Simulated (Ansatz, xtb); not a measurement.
# C4H6BrFSi: which of two isomers lies lower

Structure X: `F[C@@H]1C=CC[Si@@H]1Br`, a singlet. Structure Y: `FCC1=CC[Si@@H]1Br`, a singlet. Both are isolated molecules in the gas phase, relaxed with B3LYP/def2-SVP; the shapes shown needn't be the lowest conformers.

X (Å):

```yaml
atoms:
  - { symbol: C, position_ang: [-0.9466, -1.5296, 1.1872] }
  - { symbol: C, position_ang: [-1.6796, -0.2863, 1.6185] }
  - { symbol: C, position_ang: [-1.9449, 0.6659, 0.7087] }
  - { symbol: C, position_ang: [-1.5205, 0.4728, -0.7322] }
  - { symbol: Br, position_ang: [-2.1880, -2.7506, -1.7917] }
  - { symbol: F, position_ang: [-1.6212, -2.6772, 1.5952] }
  - { symbol: Si, position_ang: [-0.8494, -1.3040, -0.7275] }
  - { symbol: H, position_ang: [0.0611, -1.5693, 1.6454] }
  - { symbol: H, position_ang: [-1.9748, -0.1895, 2.6689] }
  - { symbol: H, position_ang: [-2.4629, 1.5879, 0.9963] }
  - { symbol: H, position_ang: [-0.7291, 1.1891, -1.0205] }
  - { symbol: H, position_ang: [-2.3552, 0.6396, -1.4336] }
  - { symbol: H, position_ang: [0.5175, -1.4537, -1.2944] }
```

Y (Å):

```
atom    x (Å)    y (Å)    z (Å)
   C  -2.9703  -2.1706   2.2136
   C  -1.8944  -1.6630   1.3198
   C  -0.6990  -1.0980   1.6126
   C   0.0006  -0.7026   0.3169
  Br  -2.8145  -0.3475  -1.8432
   F  -3.5403  -3.3149   1.6823
  Si  -1.4910  -1.5756  -0.4992
   H  -2.5833  -2.4046   3.2224
   H  -3.7684  -1.4122   2.3199
   H  -0.2746  -0.9496   2.6178
   H   1.0098  -1.1269   0.1833
   H   0.0572   0.3868   0.1577
   H  -1.2394  -2.8533  -1.2162
```

Quicker runs give these differences E(Y) − E(X): GFN2-xTB +13.8 kcal/mol; HF/STO-3G +25.9 kcal/mol (at GFN2-xTB geometries); r2SCAN-D4/def2-SVP +13.4 kcal/mol (at GFN2-xTB geometries).

Q: Estimate E(Y) − E(X) at the level CCSD(T)/def2-SVP + ΔMP2/def2-TZVPP.

A: Calculated at CCSD(T)/def2-SVP + ΔMP2/def2-TZVPP: E(Y) − E(X) = +11.0 kcal/mol, so structure X lies lower.

How the difference moves with the method:

```json
{"level": "GFN2-xTB", "geometry": "GFN2-xTB", "E(Y) − E(X) (kcal/mol)": "+13.8", "departure from the last row (kcal/mol)": "+2.8", "job, with rough time for the two": "optimisation, 0.21 s"}
{"level": "HF/STO-3G", "geometry": "GFN2-xTB", "E(Y) − E(X) (kcal/mol)": "+25.9", "departure from the last row (kcal/mol)": "+14.9", "job, with rough time for the two": "single point, 0.54 s"}
{"level": "r2SCAN-D4/def2-SVP", "geometry": "GFN2-xTB", "E(Y) − E(X) (kcal/mol)": "+13.4", "departure from the last row (kcal/mol)": "+2.3", "job, with rough time for the two": "single point, 5.2 s"}
{"level": "B3LYP/def2-SVP", "geometry": "B3LYP/def2-SVP", "E(Y) − E(X) (kcal/mol)": "+10.7", "departure from the last row (kcal/mol)": "−0.3", "job, with rough time for the two": "optimisation, 60 s"}
{"level": "HF/def2-SVP", "geometry": "B3LYP/def2-SVP", "E(Y) − E(X) (kcal/mol)": "+9.7", "departure from the last row (kcal/mol)": "−1.3", "job, with rough time for the two": "part of the CCSD(T) run"}
{"level": "MP2/def2-SVP", "geometry": "B3LYP/def2-SVP", "E(Y) − E(X) (kcal/mol)": "+9.8", "departure from the last row (kcal/mol)": "−1.2", "job, with rough time for the two": "part of the CCSD(T) run"}
{"level": "CCSD(T)/def2-SVP", "geometry": "B3LYP/def2-SVP", "E(Y) − E(X) (kcal/mol)": "+10.6", "departure from the last row (kcal/mol)": "−0.4", "job, with rough time for the two": "single point"}
{"level": "CCSD(T)/def2-SVP + ΔMP2/def2-TZVPP", "geometry": "B3LYP/def2-SVP", "E(Y) − E(X) (kcal/mol)": "+11.0", "departure from the last row (kcal/mol)": "", "job, with rough time for the two": "single point, 2 min"}
```

As drawn, both hold the same kinds of bond in the same numbers. Structure X has a 5-membered ring, Y a 4-membered ring.

None of the levels shown reverses the order. The largest departure from CCSD(T)/def2-SVP + ΔMP2/def2-TZVPP is that of HF/STO-3G, 14.9 kcal/mol. The last row adds to CCSD(T) the change of the MP2 difference between the two basis sets, here +0.4 kcal/mol.

With thermal terms from frequencies at re-optimised GFN2-xTB minima (ideal gas, soft modes damped towards free rotors, one conformer each, 298.15 K, 1 atm): the zero-point term adds −0.4 kcal/mol; ΔH is +10.9 and ΔG +10.0 kcal/mol.

The correlated steps freeze 19 core orbitals; the filled d shell of Br is correlated, in a basis made for valence electrons. Codes used: Ansatz 0.2.0, xtb 6.7.1; the last row on 4 threads of Arm Neoverse V1 on a shared host.
